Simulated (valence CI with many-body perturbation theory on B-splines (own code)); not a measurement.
E1 transitions of Yb⁵⁶⁺

Calculated by valence CI with perturbative core correlation (CI+MBPT): four valence electrons over a frozen Dirac-Fock core [Ne], a basis of 11 s, 11 p, 10 d, 8 f, 5 g, 2 h functions for each j, with the one-electron correlation potential Σ1, the two-electron term Σ2, the three-electron term Σ3, Breit, model QED; selected CI, second order for the rest, scaled by the run's own slope (own B-spline code, finite nucleus).

The last digits are not significant, and no measured levels were compared; by estimate large intervals hold to a few tenths of a per cent, small ones and those within an open d or f shell to about a per cent. Among the levels kept, up to 550 cm⁻¹ of a level comes from second order outside the variational space, and about a tenth of that is noise between levels of different J, which matters for small intervals.

Lines 101 to 150 of 536 in falling wavelength, among levels below 11520 × 10³ cm⁻¹, chosen from the strongest by gf and those to the six lowest levels. Wavelengths and rates use the calculated energies. Electric multipoles are in the length gauge, E1 and E2 with the static RPA response of the core. Weak lines are less certain than strong ones. Lines between different terms over intervals too small for the method are left out, as are lines whose strength nearly cancels. The highest levels of a list are the least certain.

Levels are named by their leading jj configuration (3d3/2^4 stands for four electrons in 3d with j = 3/2), which in mixed levels can hold well under half, so a name can repeat and another be missing. Letters in brackets count levels of one name in rising energy.

```csv
λ vac (Å),Upper,Lower,A (s⁻¹),S (a.u.)
47.51,(3s 3p1/2 3d3/2 3d5/2) J=3 [c],(3s 3p1/2 3p3/2 3d3/2) J=3 [c],4.00e+10,1.48e-02
47.36,(3s 3p1/2 3d5/2^2) J=5,(3s 3p1/2 3p3/2 3d5/2) J=4 [c],7.51e+10,4.33e-02
47.03,(3s 3p1/2 3d5/2^2) J=3 [b],(3s 3p1/2 3p3/2 3d5/2) J=2 [c],9.96e+10,3.58e-02
46.98,(3s 3p1/2 3d3/2 3d5/2) J=4 [b],(3s 3p1/2 3p3/2 3d3/2) J=3 [c],9.77e+10,4.50e-02
46.81,(3s 3p1/2 3d5/2^2) J=3 [b],(3s 3p1/2 3p3/2 3d5/2) J=3 [d],6.71e+10,2.38e-02
46.71,(3s 3p1/2 3d3/2 3d5/2) J=2 [b],(3s 3p1/2 3p3/2 3d3/2) J=1 [c],4.60e+10,1.16e-02
46.53,(3s 3p1/2 3d5/2^2) J=4 [a],(3s 3p1/2 3p3/2 3d5/2) J=3 [b],7.62e+10,3.41e-02
46.49,(3s^2 3d5/2^2) J=4,(3s^2 3p3/2 3d5/2) J=3,2.99e+11,1.34e-01
46.48,(3s 3p1/2 3d5/2^2) J=2 [b],(3s 3p1/2 3p3/2 3d5/2) J=2 [c],4.93e+10,1.22e-02
46.45,(3s^2 3d5/2^2) J=2,(3s^2 3p3/2 3d5/2) J=1,1.22e+11,3.02e-02
46.26,(3s 3p1/2 3d5/2^2) J=2 [b],(3s 3p1/2 3p3/2 3d5/2) J=3 [d],4.93e+10,1.20e-02
46.06,(3s 3p3/2^2 3d5/2) J=1 [a],(3s 3p3/2^3) J=2,1.20e+11,1.73e-02
46.06,(3s 3p1/2 3d5/2^2) J=1 [a],(3s 3p1/2 3p3/2 3d5/2) J=0,7.73e+10,1.12e-02
46.03,(3s 3p3/2^2 3d5/2) J=3 [a],(3s 3p3/2^3) J=2,3.28e+10,1.11e-02
46.03,(3s 3p1/2 3d3/2 3d5/2) J=3 [e],(3s 3p1/2 3p3/2 3d3/2) J=2 [e],1.57e+11,5.29e-02
45.68,(3s 3p1/2 3d3/2 3d5/2) J=2 [d],(3s 3p1/2 3p3/2 3d3/2) J=1 [d],8.47e+10,1.99e-02
45.67,(3s 3p1/2^2 3d5/2) J=2,(3s 3p1/2^2 3p3/2) J=1,1.29e+11,3.04e-02
45.59,(3s 3p1/2 3d3/2 3d5/2) J=1 [b],(3s 3p1/2 3p3/2 3d3/2) J=1 [c],1.39e+11,1.95e-02
45.53,(3s 3p1/2 3d5/2^2) J=1 [a],(3s 3p1/2 3p3/2 3d5/2) J=1 [c],1.48e+11,2.06e-02
45.39,(3s 3p1/2 3d3/2 3d5/2) J=4 [b],(3s 3p1/2 3p3/2 3d3/2) J=3 [b],2.90e+10,1.20e-02
45.39,(3s^2 3p3/2 3d5/2) J=2,(3s^2 3p3/2^2) J=2,1.25e+11,2.89e-02
45.29,(3s 3p1/2 3d3/2 3d5/2) J=1 [c],(3s 3p1/2 3p3/2 3d3/2) J=0 [b],7.54e+10,1.04e-02
45.01,(3s 3p1/2 3d5/2^2) J=5,(3s 3p1/2 3p3/2 3d5/2) J=4 [b],1.34e+11,6.64e-02
44.95,(3s 3p1/2 3d3/2 3d5/2) J=3 [c],(3s 3p1/2 3p3/2 3d3/2) J=2 [c],1.02e+11,3.20e-02
44.93,(3s^2 3d3/2 3d5/2) J=3,(3s^2 3p3/2 3d3/2) J=2,1.67e+11,5.24e-02
44.93,(3s 3p1/2 3d5/2^2) J=4 [b],(3s 3p1/2 3p3/2 3d5/2) J=4 [c],9.47e+10,3.81e-02
44.92,(3s^2 3d5/2^2) J=2,(3s^2 3p3/2 3d5/2) J=3,6.50e+10,1.45e-02
44.90,(3s 3p1/2 3d5/2^2) J=4 [a],(3s 3p1/2 3p3/2 3d5/2) J=3 [a],1.84e+11,7.39e-02
44.80,(3s 3p1/2 3d5/2^2) J=2 [a],(3s 3p1/2 3p3/2 3d5/2) J=1 [a],5.26e+10,1.17e-02
44.79,(3s^2 3p1/2 3d5/2) J=2,(3s^2 3p1/2 3p3/2) J=2,3.26e+10,7.23e-03
44.65,(3s^2 3p1/2 3d5/2) J=3,(3s^2 3p1/2 3p3/2) J=2,1.60e+11,4.92e-02
44.57,(3s 3p1/2 3p3/2 3d5/2) J=2 [a],(3s 3p1/2 3p3/2^2) J=2 [a],1.28e+11,2.80e-02
44.48,(3s 3p1/2 3p3/2 3d5/2) J=0,(3s 3p1/2 3p3/2^2) J=1 [b],2.73e+11,1.18e-02
44.46,(3s^2 3d3/2 3d5/2) J=3,(3s^2 3p3/2 3d3/2) J=3,3.36e+10,1.02e-02
44.44,(3s 3p1/2 3d3/2 3d5/2) J=1 [c],(3s 3p1/2 3p3/2 3d3/2) J=1 [d],7.90e+10,1.03e-02
44.42,(3p1/2^2 3d3/2 3d5/2) J=2,(3p1/2^2 3p3/2 3d3/2) J=1,7.53e+10,1.63e-02
44.22,(3s 3p1/2 3d5/2^2) J=1 [b],(3s 3p1/2 3p3/2 3d5/2) J=2 [d],1.44e+11,1.84e-02
44.17,(3s 3p3/2^2 3d5/2) J=1 [b],(3s 3p3/2^3) J=1,3.07e+11,3.92e-02
44.17,(3s 3p1/2 3p3/2 3d5/2) J=3 [b],(3s 3p1/2 3p3/2^2) J=3,1.31e+11,3.89e-02
44.17,(3s 3p1/2 3d5/2^2) J=2 [b],(3s 3p1/2 3p3/2 3d5/2) J=1 [b],6.09e+10,1.30e-02
44.04,(3p1/2^2 3p3/2 3d5/2) J=2,(3s 3p1/2 3p3/2 3d3/2) J=2 [a],6.86e+10,1.45e-02
43.99,(3s 3p1/2 3d3/2 3d5/2) J=2 [b],(3s 3p1/2 3p3/2 3d3/2) J=2 [c],1.21e+11,2.54e-02
43.96,(3s 3p1/2 3d3/2 3d5/2) J=3 [d],(3s 3p1/2 3p3/2 3d3/2) J=2 [d],1.51e+11,4.42e-02
43.86,(3s 3p1/2 3d5/2^2) J=3 [b],(3s 3p1/2 3p3/2 3d5/2) J=3 [c],5.67e+10,1.65e-02
43.73,(3s 3p1/2 3p3/2 3d5/2) J=4 [b],(3s 3p1/2 3p3/2^2) J=3,1.48e+11,5.52e-02
43.68,(3s 3p1/2 3d3/2 3d5/2) J=4 [c],(3s 3p1/2 3p3/2 3d3/2) J=3 [c],5.78e+10,2.14e-02
43.66,(3s 3p1/2 3d3/2 3d5/2) J=3 [b],(3s 3p1/2 3p3/2 3d3/2) J=2 [b],2.01e+11,5.79e-02
43.63,(3p1/2^2 3d3/2 3d5/2) J=3,(3p1/2^2 3p3/2 3d3/2) J=2,1.08e+11,3.11e-02
43.59,(3p1/2^2 3p3/2 3d5/2) J=1,(3p1/2^2 3p3/2^2) J=0,1.35e+11,1.66e-02
43.56,(3p1/2^2 3d3/2 3d5/2) J=4,(3p1/2^2 3p3/2 3d3/2) J=3,1.60e+11,5.87e-02
```
